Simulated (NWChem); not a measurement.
Program: NWChem. System: bromotrifluoromethane (CBrF$_{3}$), charge 0, spin multiplicity 1, at a geometry optimised with PBE0/def2-SVP. Level: RHF/def2-TZVP.

Output (cleaned and shortened):

```
             Northwest Computational Chemistry Package (NWChem) 7.3.0
             --------------------------------------------------------

                                NWChem Input Module
                                -------------------

 Scaling coordinates for geometry "geometry" by  1.889725989
 (inverse scale =  0.529177249)

 Turning off AUTOSYM since
 SYMMETRY directive was detected!

                             Geometry "geometry" -> ""
                             -------------------------

 Output coordinates in angstroms (scale by  1.889725989 to convert to a.u.)

  No.       Tag          Charge          X              Y              Z
 ---- ---------------- ---------- -------------- -------------- --------------
    1 F                    9.0000     1.29573300    -0.55326300     1.07248500
    2 C                    6.0000     0.81401500     0.04193600     0.00000000
    3 F                    9.0000     1.29573300    -0.55326300    -1.07248500
    4 F                    9.0000     1.20013200     1.30187700     0.00000000
    5 Br                  35.0000    -1.11452800    -0.05742200     0.00000000

 Effective nuclear repulsion energy (a.u.)     368.8456530893

            Nuclear Dipole moment (a.u.)
            ----------------------------
        X                 Y               Z
 ---------------- ---------------- ----------------
    -0.0000151178     0.0000094486     0.0000000000

      Symmetry information
      --------------------

 Group name             Cs
 Group number              2
 Group order               2
 No. of unique centers     4

      Symmetry unique atoms

     1    2    4    5


 Summary of "ao basis" -> "" (spherical)
 ------------------------------------------------------------------------------
       Tag                 Description            Shells   Functions and Types
 ---------------- ------------------------------  ------  ---------------------
 *                         def2-tzvp                  on all atoms

 Summary of "ao basis" -> "ao basis" (spherical)
 ------------------------------------------------------------------------------
       Tag                 Description            Shells   Functions and Types
 ---------------- ------------------------------  ------  ---------------------
 F                         def2-tzvp                11       31   5s3p2d1f
 C                         def2-tzvp                11       31   5s3p2d1f
 Br                        def2-tzvp                16       48   6s5p4d1f
[...]
  ----- ------------  ---------------      ----- ------------  ---------------
   141      0.552388  5 Br py               135     -0.352904  5 Br py
   138      0.312696  5 Br py               144      0.294185  5 Br py

 Vector   35  Occ=0.000000D+00  E= 1.139777D-01  Symmetry=a'
              MO Center= -9.8D-01, -5.1D-02, -6.4D-14, r^2= 3.1D+00
   Bfn.  Coefficient  Atom+Function         Bfn.  Coefficient  Atom+Function
  ----- ------------  ---------------      ----- ------------  ---------------
   143      0.921504  5 Br px                35     -0.606284  2 C  s
    36     -0.582589  2 C  s                130      0.522428  5 Br s
    40      0.336484  2 C  px                37      0.297781  2 C  px
   137      0.200137  5 Br px               134     -0.183797  5 Br px
    43      0.178160  2 C  px

 Vector   36  Occ=0.000000D+00  E= 2.163223D-01  Symmetry=a'
              MO Center=  8.7D-02,  4.5D-03,  2.6D-16, r^2= 6.5D+00
   Bfn.  Coefficient  Atom+Function         Bfn.  Coefficient  Atom+Function
  ----- ------------  ---------------      ----- ------------  ---------------
    36      4.084620  2 C  s                130     -1.569684  5 Br s
     5     -1.146286  1 F  s                 67     -1.146286  3 F  s
    98     -1.146273  4 F  s                143     -1.121438  5 Br px
    43     -0.506940  2 C  px               106      0.341334  4 F  py
   165     -0.332687  5 Br d  2              14      0.290543  1 F  pz

 Vector   37  Occ=0.000000D+00  E= 2.617411D-01  Symmetry=a'
              MO Center=  7.6D-01,  3.9D-02, -9.7D-14, r^2= 8.0D+00
   Bfn.  Coefficient  Atom+Function         Bfn.  Coefficient  Atom+Function
  ----- ------------  ---------------      ----- ------------  ---------------
    43      2.539228  2 C  px               130      1.847473  5 Br s
   143      1.286920  5 Br px                 5     -0.869051  1 F  s
    35      0.865887  2 C  s                 67     -0.869051  3 F  s
    98     -0.868356  4 F  s                106      0.379719  4 F  py
    14      0.338145  1 F  pz                76     -0.338145  3 F  pz

------------------------------------------------------------
EAF file 0: "./mol.aoints.0" size=524288 bytes
------------------------------------------------------------
               write      read    awrite     aread      wait
               -----      ----    ------     -----      ----
     calls:        1        21         0         0         0
   data(b): 5.24e+05  1.10e+07  0.00e+00  0.00e+00
   time(s): 0.00e+00  0.00e+00  0.00e+00  0.00e+00  0.00e+00
rate(mb/s): 0.00e+00  0.00e+00
------------------------------------------------------------

 center of mass
 --------------
 x =  -0.09221622 y =  -0.00475093 z =   0.00000000

 moments of inertia (a.u.)
 ------------------
         313.608730320860         -28.390931149366           0.000000000000
         -28.390931149366         863.230589793151           0.000000000000
           0.000000000000           0.000000000000         864.693773192225

  Mulliken analysis of the total density
  --------------------------------------

    Atom       Charge   Shell Charges
 -----------   ------   -------------------------------------------------------
    1 F    9     9.20   0.77  1.20  0.60  1.02  0.33  2.24  2.27  0.75  0.00  0.02  0.00
    2 C    6     5.35   0.85  1.13  0.50  0.52 -0.03  1.03  0.89  0.03  0.08  0.29  0.04
    3 F    9     9.20   0.77  1.20  0.60  1.02  0.33  2.24  2.27  0.75  0.00  0.02  0.00
    4 F    9     9.20   0.77  1.20  0.60  1.02  0.33  2.24  2.27  0.75  0.00  0.02  0.00
    5 Br  35    35.03   2.00  2.00  1.16  0.78  1.01  0.96  6.00  5.94  1.24  2.77  1.12  8.99  1.02 -0.00  0.04  0.01

       Multipole analysis of the density wrt the origin
       ------------------------------------------------

     L   x y z        total         open         nuclear
     -   - - -        -----         ----         -------
     0   0 0 0     -0.000000      0.000000     68.000000

     1   1 0 0     -0.219401      0.000000     -0.000015
     1   0 1 0     -0.011306      0.000000      0.000009
     1   0 0 1      0.000000      0.000000      0.000000

     2   2 0 0    -27.720208      0.000000    323.664304
     2   1 1 0      0.083111      0.000000     12.865552
     2   1 0 1     -0.000000      0.000000      0.000000
     2   0 2 0    -29.329278      0.000000     74.598496
     2   0 1 1     -0.000000      0.000000      0.000000
     2   0 0 2    -29.333552      0.000000     73.935435

 Task  times  cpu:       33.2s     wall:       33.2s

 Total times  cpu:       33.2s     wall:       33.2s
```

Question: Write an NWChem input that would produce this output.

Answer: This is not unique; one that fits is 
```
start mol
memory heap 200 mb stack 900 mb global 1100 mb
geometry units angstroms nocenter noautoz
  F      1.295733    -0.553263     1.072485
  C      0.814015     0.041936     0.000000
  F      1.295733    -0.553263    -1.072485
  F      1.200132     1.301877     0.000000
  Br    -1.114528    -0.057422     0.000000
  symmetry group Cs
end
basis spherical
  * library def2-tzvp
end
scf
  rhf
  nopen 0
  maxiter 100
  thresh 1e-7
  semidirect memsize 60000000 filesize 0
end
task scf energy
```
